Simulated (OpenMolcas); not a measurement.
## Fe7+, Ru7+, Os7+: d down the group

```yaml
Program: OpenMolcas 26.06
Method: CASSCF
Basis: ANO-RCC-VTZP
Scalar_Hamiltonian: DKH2, point nucleus
Spin-orbit_coupling: state interaction with AMFI integrals over the reference wave functions, term energies averaged over their components
```

Active space for each ion: 1 electron in 5 orbitals (d).

Computed levels in cm-1 above ²D_3/2:

```csv
Level,Fe7+,Ru7+,Os7+
²D_5/2,1808,4195,13948
weight of ²D in the lowest level (%),100,100,100
```

Measured, with the error of the calculation in %. Measured levels: Fe7+ from Corliss and Sugar, J. Phys. Chem. Ref. Data 11, 135 (1982).

```csv
Level,Fe7+
²D_5/2,1836 (-1.5)
```

The fine-structure level ²D_5/2 changes by a factor of 7.71 from Fe7+ to Os7+.

With one active electron the reference holds no correlation, so core polarisation is missing. Computed and measured levels are paired by configuration, term and J; levels that our copy of the source lacks, or whose pairing is in doubt (as where it misses far off the trend of its configuration), stay unpaired and out of the deviations. Levels of configurations outside the active space are missing.
